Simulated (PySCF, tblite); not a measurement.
The geometries are computed with GFN2-xTB (gas phase). One conformer each, none proved a minimum here. Atom numbers follow the mapped SMILES.

**Question.** Order the C–C distances, shortest first.
A. C8–C9 in `[CH3:1][Si@@H:2]1[CH:3]=[CH:4][CH:5]=[C:6]1[CH:7]1[CH2:8][CH2:9]1` with C5–C6–C7–C8 -37°
B. C2–C3 in `[CH3:1]/[C:2]([C:3]#[N:4])=[N:5]/[Si@@H:6]([OH:7])[CH:8]=[O:9]` with C2–N5–Si6–O7 163°, N5–Si6–O7–H -57°, N5–Si6–C8–O9 63°
C. C3–C6 in `[CH:1]#[C:2][C@@H:3]1[S:4][S:5][C@H:6]1[O:7][CH3:8]` with S5–C6–O7–C8 -71°, C2–C3–S4–S5 -134°, C3–S4–S5–C6 10°, S4–S5–C6–O7 -131°, C2–C3–C6–S5 135°

**Answer.** B (1.431 Å), A (1.490 Å), C (1.529 Å).

- 1.431 Å: drawn single, C=N carbon to nitrile carbon
- 1.490 Å: drawn single, both ends three-membered-ring carbon, in a 3-membered ring
- 1.529 Å: drawn single, sp3 carbon bound to sulfur to sp3 carbon bound to oxygen, in a 4-membered ring

**Question.** Order these C–C–C angles, narrowest first.
A. C1–C2–C3 in `[CH3:1][CH2:2][CH2:3][C:4]([CH3:5])([CH3:6])[S:7](=[O:8])(=[O:9])[Cl:10]` with C1–C2–C3–C4 180°, C2–C3–C4–C5 -66°, C3–C4–S7–O8 -175°
B. C5–C6–C7 in `[CH3:1][Si@@H:2]1[CH:3]=[CH:4][CH:5]=[C:6]1[CH:7]1[CH2:8][CH2:9]1` with C5–C6–C7–C8 -37°
C. C1–C2–C3 in `[CH:1]#[C:2][C@@H:3]1[S:4][S:5][C@H:6]1[O:7][CH3:8]` with S5–C6–O7–C8 -71°, C2–C3–S4–S5 -134°, C3–S4–S5–C6 10°, S4–S5–C6–O7 -131°, C2–C3–C6–S5 135°
D. C1–C2–C3 in `[CH3:1]/[C:2]([C:3]#[N:4])=[N:5]/[Si@@H:6]([OH:7])[CH:8]=[O:9]` with C2–N5–Si6–O7 163°, N5–Si6–O7–H -57°, N5–Si6–C8–O9 63°
E. C5–C6–C8 in `[CH3:1][O:2][C@@H:3]1[O:4][CH2:5][C@@H:6]([F:7])[C:8]1=[O:9]` with C1–O2–C3–O4 -71°, O2–C3–O4–C5 -83°, C3–O4–C5–C6 -32°, O4–C5–C6–F7 -101°, C5–C6–C8–O9 -177°

**Answer.** E (103.4°), A (110.7°), D (115.3°), B (125.8°), C (176.6°).
